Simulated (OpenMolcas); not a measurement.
Levels of neutral carbon by method

```json
{
 "Program": "OpenMolcas 26.06",
 "Basis": "ANO-L-VQZP [5s4p3d2f]",
 "Scalar Hamiltonian": "non-relativistic, point nucleus",
 "Active space": "4 electrons in 4 orbitals (2s 2p)",
 "State averaging": "2S+1 = 3 even, 3 roots; 2S+1 = 1 even, 6 roots; 2S+1 = 5 odd, 1 root; 2S+1 = 3 odd, 5 roots",
 "Spin-orbit coupling": "state interaction with AMFI integrals over the reference wave functions, term energies averaged over their components"
}
```

Methods on the same reference wave functions:
A. CASSCF
B. SS-CASPT2, IPEA 0.25 Eh, imaginary shift 0.1 Eh (closed shells correlated: 1s)

Energies in cm⁻¹ above 2s² 2p² ³P₀, the measured ground level; measured values from NIST Handbook of Basic Atomic Spectroscopic Data.

```tsv
Level	A	B	Measured
2s² 2p² ³P₀	0.0	0.0	0.0
2s² 2p² ³P₁	15.2	15.2	16.4
2s² 2p² ³P₂	45.4	45.4	43.4
2s² 2p² ¹D₂	12735	9870	10193
2s² 2p² ¹S₀	21120	20160	21648
2s 2p³ ⁵S°₂	23469	30770	33735
```

Deviations, from unrounded energies. A percentage is the sum of absolute deviations over the sum of measured energies, with the sign that they share, or ± where signs differ.

```
                        Against measurement  Levels      A     B
             mean absolute deviation (cm-1)       5   2700   960
      fine structure of the ground term (%)       2   ±5.3  ±5.3
other terms of the ground configuration (%)       2   ±9.6  -5.7
                   other configurations (%)       1  -30.4  -8.8
```

B lies closest to measurement on these levels. The largest miss of B in the table is 2s 2p³ ⁵S°₂, by -3000 cm-1. The ranking rests on the paired levels alone, and a cruder setting can come out closer through cancelling errors.

From A to B the spin-free energies of the other terms of 2s² 2p² shown, above ³P, scale by factors of 0.77 to 0.95.

The lowest spin-free term lies below A's lowest term by 0.074 hartree in B.

CASPT2 breaks the degeneracy within a term, and the mean is taken; among the terms shown or strongly mixed into the levels shown the widest spread is 11 cm-1 (2s² 2p² ¹D, B). Over all roots computed the reference weight is 0.92 to 0.99 in B; the roots of lowest weight are the least certain, and an intruder state may touch them. Without dynamic correlation excited terms often stand tens of per cent too high (terms of higher spin than the ground term too low), and those without a measured partner can miss by more than the paired ones (holds for A). Measured partners are found by configuration, term and J. A level has none where our copy of the source lacks it or the pairing is in doubt (some pairs that miss far off the trend of their configuration count as doubtful), and it then counts in no deviation. Levels of configurations outside the active space are missing. The table leaves out levels that lie high or whose names do not pair safely across all columns.

° marks odd parity.
